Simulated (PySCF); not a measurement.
Sn(OMe)3(OSiH3), SMILES C[O][Sn]([O]C)([O]C)[O][SiH3] (C₃H₁₂O₄SiSn) (GFN2-xTB optimised geometry):

```
21

C      0.213     0.600    -4.758
O     -0.636     0.140    -3.728
Sn    -0.187    -1.344    -2.512
O     -1.714    -1.721    -1.321
C     -2.353    -0.741    -0.531
O      0.369    -2.927    -3.534
C      0.956    -4.073    -2.953
O      1.355    -0.820    -1.405
Si     1.658    -0.068     0.000
H     -0.329     1.429    -5.220
H      0.396    -0.170    -5.509
H      1.166     0.966    -4.371
H     -3.119    -1.284     0.026
H     -2.831     0.026    -1.142
H     -1.664    -0.270     0.174
H      1.853    -3.831    -2.381
H      0.251    -4.611    -2.317
H      1.232    -4.706    -3.800
H      1.091     1.284     0.000
H      1.094    -0.827     1.121
H      3.119    -0.068     0.000
```

Computed with PBE0/def2-SVP, def2 effective core potentials past Kr in PySCF.

Task: What are the frontier orbital energies and the dipole moment?

Result: HOMO-2 -8.07 eV, HOMO-1 -7.97 eV, HOMO -7.95 eV, LUMO -1.67 eV, LUMO+1 0.59 eV; dipole moment 0.53 D.

On the same geometry PBE/def2-SVP, def2 effective core potentials past Kr (PySCF) gives HOMO-2 -6.43 eV, HOMO-1 -6.27 eV, HOMO -6.25 eV, LUMO -2.63 eV, LUMO+1 -0.27 eV; dipole moment 0.33 D.
